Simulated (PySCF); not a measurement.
## Frontier orbitals and the lowest excitations

Species: C₅H₆F₃N.
Z-matrix (Å and degrees, GFN2-xTB geometry), rows numbered from 1:
```
N 
C   1  1.2588
C   2  1.4583  1  127.34
C   3  1.3301  2  122.81  1  -179.39
C   4  1.4969  3  124.23  2   179.49
C   5  1.5201  4  110.67  3   119.57
F   6  1.3399  5  112.50  4    59.21
F   6  1.3424  5  111.74  4   179.01
F   6  1.3396  5  112.38  4   -61.28
H   1  1.0205  2  114.83  3    -0.26
H   2  1.0865  1  116.45  3  -179.74
H   3  1.0841  2  116.47  1     0.03
H   4  1.0823  3  120.28  2    -1.07
H   5  1.0936  4  110.54  3  -122.22
H   5  1.0914  4  111.62  3    -0.34
```

Method: PySCF 2.14.0, density-fitted response routines, TDDFT PBE0/def2-SVPD, vertical, gas phase, core orbitals frozen in the response.

Frontier orbitals with the atoms that hold most of them (Löwdin shares over 4%, at most four atoms; ? is withheld):

| orbital | ε (eV) | atoms |
| --- | --- | --- |
| LUMO+2 | 0.81 | H13 18%, H12 13%, C4 13%, H11 11% |
| LUMO+1 | 0.61 | C5 19%, H15 15%, C3 12%, H12 12% |
| LUMO | -1.66 | ? |
| HOMO | -7.76 | N1 63%, C2 15%, H10 8%, C3 7% |
| HOMO-1 | -8.06 | ? |
| HOMO-2 | -10.54 | C2 31%, N1 28%, C3 18%, C4 7% |
| HOMO-3 | -11.04 | C4 22%, C3 20%, H13 12%, H12 12% |

Which atoms hold the LUMO, and with what shares?

C4 (bonded to 2 C and H) 26%; N1 (bonded to C and H) 23%; C3 (bonded to 2 C and H) 17%; C2 (bonded to C, N and H) 17%. By element: carbon 60% or more, nitrogen 23%.

Give the leading atoms of the HOMO-1.

C4 (bonded to 2 C and H) 27%; C3 (bonded to 2 C and H) 24%; N1 (bonded to C and H) 22%; C2 (bonded to C, N and H) 11%. By element: carbon 62% or more, nitrogen 22%.

How does S1 compare with the orbital gap of 6.10 eV?

S1 is at 4.41 eV (f = 0.0027), 1.69 eV below the gap, made of HOMO→LUMO (98%). Without the coupling terms of the response equations the lowest excitation would equal the gap.

Give energy, strength and leading configuration of S1, S2 and S5, and follow the Löwdin shares of the leading atoms from the occupied to the empty orbital.

- S1 (4.41 eV, f 0.0027), HOMO→LUMO (98%): N1 63% → 23%, C2 15% → 17%, C4 at most 7% → 26%
- S2 (6.22 eV, f 0.722), HOMO-1→LUMO (96%): C4 27% → 26%, C3 24% → 17%, N1 22% → 23%
- S5 (7.52 eV, f 0.0007), HOMO-1→LUMO+1 (71%): C4 27% → at most 12%, C3 24% → 12%, C5 at most 12% → 19%, H15 at most 12% → 15%

One conformer stands for the species.
